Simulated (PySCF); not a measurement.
## Calculated data, Al2H3NO

Calculation on a computer-drawn molecule: optimised geometry and harmonic frequencies of an isolated molecule of the commonest isotopes, restricted reference for singlets and unrestricted otherwise, frozen core in MP2. Program: PySCF 2.14.0.

### Al2H3NO

Start structure:
```xyz
7
Al2H3NO
N     -2.5387     0.5765    -0.6947
Al    -2.3205    -0.6379     0.5620
O     -2.5799    -0.2329     2.1820
Al    -2.8277     0.1258     3.8137
H     -2.4010     0.4091    -1.6738
H     -2.8135     1.5300    -0.5513
H     -1.8840    -2.0924     0.1502
```

* charge: 0
* multiplicity: 1
* method: MP2
* basis: cc-pV(D+d)Z
* rotational constants: 21.23, 1.873, 1.721 GHz
* total energy: -615.5226 hartree
* convergence status largest gradient component: 2.756e-05 hartree/bohr

Drawn bonds:
```tsv
atom	other atom	order
1	2	1
2	3	1
3	4	1
1	5	1
1	6	1
2	7	1
```

Optimised structure:
```xyz
7
Al2H3NO
N     -2.5366     0.5792    -0.7146
Al    -2.3217    -0.6320     0.5593
O     -2.5886    -0.2088     2.2031
Al    -2.8232     0.0868     3.8756
H     -2.3954     0.3924    -1.7044
H     -2.8147     1.5482    -0.5842
H     -1.8851    -2.0877     0.1533
```

Modes:
```tsv
frequency (cm⁻¹)	reduced mass (dalton)
59.83	7.016
74.53	5.993
227.8	3.87
351.4	1.268
382.6	1.207
485.9	6.518
534.1	1.166
595.9	1.247
747.1	1.328
837.8	5.34
1013	16.93
1546	1.116
1993	1.043
3610	1.052
3711	1.093
```
